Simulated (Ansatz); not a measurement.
The multiplicity is imposed and other spin states were not computed.

These are PBE-D3(BJ)/def2-SVP run with Ansatz (a program for electronic structure) values and carry that method's errors. No frequencies were computed at this level.

Ansatz 0.2 input:
```yaml
crystal:
  periodic: [false, false, false]
  atoms:
    - { symbol: Zn, position_ang: [-0.011858, 0.000267, 0.016896] }
    - { symbol: F, position_ang: [0.980006, -0.022236, -1.396621] }
    - { symbol: Cl, position_ang: [-1.21885, 0.027657, 1.737004] }
basis:
  gaussian: { orbitals: def2-svp }
hamiltonian:
  xc: pbe
  dispersion: d3bj
relax:
  max_steps: 150
```

Output:

```
Functional definition: PBE
701 factors; their error is unknown
mean field evaluation 1: about -63627.7095 eV, gradient 6.0e1 eV
mean field evaluation 2: about -63561.9709 eV, gradient 2.0e2 eV
mean field evaluation 4: about -63632.6638 eV, gradient 1.6e1 eV
mean field evaluation 8: about -63633.0812 eV, gradient 1.2e-1 eV
mean field evaluation 16: about -63633.0379 eV, gradient 1.2e-5 eV
mean field -63633.03794386 eV, -2338.4710124146 hartree, gradient 1.2e-5 eV, S^2 0.000000; 0 other end points of the search recorded, 0 dependent functions left out
reference -63633.03799431 eV, -2338.4710142686 hartree; 28, 28 occupied and 35, 35 virtual orbitals, 701 factors
relax step   1: F+E_penalty+E_count = -63633.07873578 eV  Δ(F+E_penalty+E_count) = +0.000e0 eV  max|allowed force component| = 4.558e-1 eV/Å  Δτ_max = 0.0000 Å  (26 SCF iters, accepted)
these checks for a lower state are left out or cut short: starts, cluster_reference, orbital_swaps, neighbouring_geometries, increment
701 factors; their error is unknown
mean field -63633.04121728 eV, -2338.4711327104 hartree, gradient 4.7e-5 eV, S^2 0.000000; 0 other end points of the search recorded, 0 dependent functions left out
reference -63633.04126775 eV, -2338.4711345654 hartree; 28, 28 occupied and 35, 35 virtual orbitals, 701 factors
relax step   2: F+E_penalty+E_count = -63633.08199214 eV  Δ(F+E_penalty+E_count) = -3.256e-3 eV  max|allowed force component| = 2.169e-1 eV/Å  Δτ_max = 0.0043 Å  (26 SCF iters, accepted)
these checks for a lower state are left out or cut short: starts, cluster_reference, orbital_swaps, neighbouring_geometries, increment
701 factors; their error is unknown
mean field -63633.04246793 eV, -2338.4711786711 hartree, gradient 4.7e-5 eV, S^2 0.000000; 0 other end points of the search recorded, 0 dependent functions left out
reference -63633.04251843 eV, -2338.4711805270 hartree; 28, 28 occupied and 35, 35 virtual orbitals, 701 factors
relax step   3: F+E_penalty+E_count = -63633.08320522 eV  Δ(F+E_penalty+E_count) = -1.213e-3 eV  max|allowed force component| = 7.328e-3 eV/Å  Δτ_max = 0.0059 Å  (26 SCF iters, accepted)
701 factors; their error is unknown
mean field evaluation 32: about -63627.7018 eV, gradient 6.0e1 eV
mean field -63633.04246793 eV, -2338.4711786711 hartree, gradient 4.7e-5 eV, S^2 0.000000; 1 other end points of the search recorded, 0 dependent functions left out
reference -63633.04251843 eV, -2338.4711805270 hartree; 28, 28 occupied and 35, 35 virtual orbitals, 701 factors
Total energy: -63633.08325572 eV, -2338.4726775949 hartree
Atom 0 at    -0.016255     0.000367     0.023163 Å, force    -0.003359     0.000076     0.004787 eV/Å
Atom 1 at     0.985860    -0.022369    -1.404963 Å, force     0.005142    -0.000117    -0.007328 eV/Å
Atom 2 at    -1.220306     0.027690     1.739079 Å, force    -0.001783     0.000040     0.002542 eV/Å
Dipole moment:    -0.029400     0.000667     0.041898 e Å
```

Cost: about 6 core-seconds (a rough figure).
